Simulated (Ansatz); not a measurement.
Relaxation of C₃H₈B₂OS (15 atoms, charge 0, multiplicity 1), to a largest force component of 0.015 eV/Å in at most 40 steps.

The calculation used Ansatz 0.2.0, RKS B3LYP-D4/def2-SVP.

```xyz
15
Properties=species:S:1:pos:R:3:forces:R:3
B -0.148 -2.965 -0.804 -0.05 2.06 -1.53
S 1.020 -1.542 -1.199 -1.02 -0.99 0.44
B 0.075 -0.330 -0.095 3.32 0.15 -0.06
C -0.578 0.898 -0.666 -3.88 -0.52 0.10
C -0.151 2.007 0.214 -0.31 2.98 1.03
O 0.283 1.511 1.471 -0.35 -0.52 -0.23
C 0.778 0.187 1.255 -2.42 -0.89 0.86
H 0.037 -3.627 0.090 0.50 -1.40 1.60
H -1.155 -3.041 -1.443 -0.12 -0.18 -0.20
H -1.744 0.737 -0.516 1.63 0.15 -0.46
H -0.406 1.069 -1.707 -0.03 0.05 -1.10
H 0.713 2.552 -0.242 -0.38 0.04 -0.10
H -1.016 2.777 0.388 1.53 -1.01 -0.14
H 0.412 -0.456 2.109 0.78 0.33 -0.22
H 1.858 0.172 1.176 0.79 -0.26 0.00
```

Problem. Where does it end, and by what steps?

Solution. The forces met the threshold. After 27 steps the energy has fallen by 1.998 eV; H9 moved furthest, 2.80 Å.

| step | energy less start (eV) | largest force component (eV/Å) | accepted |
| --- | --- | --- | --- |
| 0 | 0.0000 | 3.883 | yes |
| 1 | -0.7593 | 1.123 | yes |
| 2 | -0.9205 | 0.510 | yes |
| 3 | -0.9480 | 0.670 | yes |
| 4 | -1.0262 | 0.328 | yes |
| 5 | -1.0807 | 0.415 | yes |
| 6 | -1.1338 | 0.659 | yes |
| 7 | -1.2524 | 0.711 | yes |
| 8 | -1.3934 | 0.880 | yes |
| 9 | -1.5271 | 0.945 | yes |
| 10 | -1.6512 | 0.673 | yes |
| 11 | -1.7450 | 0.431 | yes |
| 12 | -1.8037 | 0.318 | yes |
| 13 | -1.8420 | 0.252 | yes |
| 14 | -1.8755 | 0.266 | yes |
| 15 | -1.9054 | 0.214 | yes |
| 16 | -1.9176 | 0.376 | yes |
| 17 | -1.9507 | 0.169 | yes |
| 18 | -1.9712 | 0.243 | yes |
| 19 | -1.9836 | 0.332 | yes |
| 20 | -1.9921 | 0.126 | yes |
| 21 | -1.9908 | 0.208 | no |
| 22 | -1.9946 | 0.149 | yes |
| 23 | -1.9847 | 0.489 | no |
| 24 | -1.9965 | 0.077 | yes |
| 25 | -1.9979 | 0.017 | yes |
| 26 | -1.9981 | 0.021 | yes |
| 27 | -1.9981 | 0.012 | yes |

```xyz
15
Properties=species:S:1:pos:R:3
B 0.320 -3.043 -0.357
S -0.098 -1.702 -1.481
B -0.146 -0.209 -0.437
C -0.455 1.236 -0.972
C -0.054 2.096 0.244
O -0.270 1.303 1.399
C 0.123 -0.039 1.109
H 0.422 -4.138 -0.842
H 0.490 -2.849 0.816
H -1.548 1.295 -1.145
H 0.031 1.516 -1.919
H 1.016 2.385 0.161
H -0.641 3.020 0.359
H -0.420 -0.726 1.778
H 1.208 -0.197 1.316
```

The run took 2.2 min on 2 threads of Arm Neoverse V2, on a shared host, peak memory 0.42 GiB.
